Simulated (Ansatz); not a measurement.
`[OH][GeH2][O][SiH3]` + `N=C(F)F` → `FC(F)=N[SiH3]` + `[OH][GeH2][OH]`  (ligand exchange at the Si–O bond)

Program: Ansatz. Geometries: PBE0-D4/def2-TZVP. ΔE: electronic, gas phase. CBS: MP2 limit from def2 TZ/QZ plus the TZ coupled-cluster correction, frozen cores. DFT in def2-TZVPP. B3LYP here is the variant with VWN-RPA as its local correlation; programs differ in this. For Ge outer-core shells are correlated without core-valence functions, which leaves a few kJ/mol of doubt a bond. Scalar relativity is left out up to krypton. Each species was taken in one conformer, which may not be the lowest.

(1) Is it downhill or uphill in electronic energy at CCSD(T)/CBS, and by how much? (Best estimate.)

(2) What do these levels give: PBE-D4, r2SCAN-D4, ωB97M-V, B3LYP, MP2/def2-TZVPP, SCS-MP2/def2-TZVPP, CCSD/def2-TZVPP, HF/def2-QZVPP, MP2/def2-QZVPP, HF/CBS(def2), MP2/CBS(def2), CCSD/CBS(def2)? (Best estimate.)

Largest T1 diagnostic among the species: 0.013.

Results:

(1) Computed: Uphill: ΔE = +0.58 eV.

(2) The calculation gave: PBE-D4 0.47, r2SCAN-D4 0.54, ωB97M-V 0.56, B3LYP 0.53, MP2/def2-TZVPP 0.56, SCS-MP2/def2-TZVPP 0.59, CCSD/def2-TZVPP 0.61, HF/def2-QZVPP 0.68, MP2/def2-QZVPP 0.55, HF/CBS(def2) 0.68, MP2/CBS(def2) 0.54, CCSD/CBS(def2) 0.59 eV.

In def2-TZVPP, CCSD(T) changes the Hartree–Fock value by −0.08 eV (the triples alone add −0.02 eV) and MP2 by −0.11 eV. From PBE to PBE0 (25 % exact exchange), in def2-TZVPP and without D4, ΔE moves by +0.05 eV.
